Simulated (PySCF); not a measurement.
**Structure revision by computed shifts**

A compound C$_{6}$H$_{11}$PSi gives the data below (simulated from a calculation) and was assigned the structure `C#C/P=C/[Si](C)(C)C`.

$^{13}$C{$^{1}$H} NMR (computed): δ 123.5 (C), 82.7 (C), 11.9 (CH2), 11.8 (CH2), 3.3 (CH), -0.9 (CH3).

$^{1}$H NMR (300 MHz, computed): δ 4.66 (m, 1H), 1.35 (m, 1H), 1.28 (m, 2H), 0.79 (m, 1H), 0.78 (m, 1H), 0.69 (m, 1H), 0.69 (m, 1H), 0.33 (m, 3H).

[PySCF 2.14: GFN2-xTB geometry; shielding tensors at PBE0/pcSseg-1 (GIAO); in vacuum; single conformer; averaged over atoms made equivalent by symmetry, fast rotation or ring inversion; relativity neglected]

References, each an isolated molecule treated in the same way: $^{1}$H (σref 31.72) and $^{13}$C (σref 186.93) against TMS.

Question: Compare with the shifts computed for the proposed structure, pairing carbons in order of shift.

Answer: Atom-mapped SMILES (the numbers label the heavy atoms): `[CH:1]#[C:2]/[P:3]=[CH:4]/[Si:5]([CH3:6])([CH3:7])[CH3:8]`. Hydrogens are named by the atom that carries them.

| atom | computed for proposal | given list | difference |
| --- | --- | --- | --- |
| C4 | 231.8 | 123.5 | +108.3 |
| C1 | 111.5 | 82.7 | +28.8 |
| C2 | 96.0 | 11.9 | +84.1 |
| C6 | 2.4 | 11.8 | -9.4 |
| C7 | 2.4 | 3.3 | -0.9 |
| C8 | 2.4 | -0.9 | +3.3 |

The rms difference is 57.4 ppm and the largest +108.3 ppm at C4 (carbon double-bonded to a heavier main-group atom). The proposal also would give 4 carbon signals, not 6. The carbon types in order of shift don't match either: CH, CH, C, CH3, CH3, CH3 for the proposal against C, C, CH2, CH2, CH, CH3 in the data. The proposal doesn't fit.

Question: Which isomer fits?

Answer: SMILES C[Si@@H](P)C#CC1CC1.

δC 123.5, 82.7: alkyne carbon. δC 11.9, 11.8, 3.3: three-membered-ring carbon; carbons of three-membered rings are unusually shielded. δC -0.9: methyl carbon bonded to Si; an electropositive neighbour leaves it electron-rich and shielded. δH 0.33: hydrogen on a methyl carbon bonded to Si; an electropositive neighbour shields it, as in TMS itself.

Other isomers checked: C[SiH2]P1C=CCC=C1 (rms 71.6 ppm); [SiH3]CP1C=CCC=C1 (rms 76.7 ppm).

The data come from this structure; uniqueness wasn't tested.

Splittings by $^{31}$P in the carbon and heteronuclear signals aren't shown, as no couplings were computed. Shifts are as computed. Against solution values, carbons near 30 ppm lie about +3 ppm off and those near 130 ppm about +5 ppm. Of 1211 compounds with measured shifts, 218 miss one by over three times the rms of a fit or turn the order of signals round; such compounds aren't used in these exercises. No couplings were computed; multiplicities are counted from neighbouring protons, with m where these are inequivalent, close in shift, in a saturated or five-membered ring or joined by F or P, and br s for small geminal =CH2 splittings.
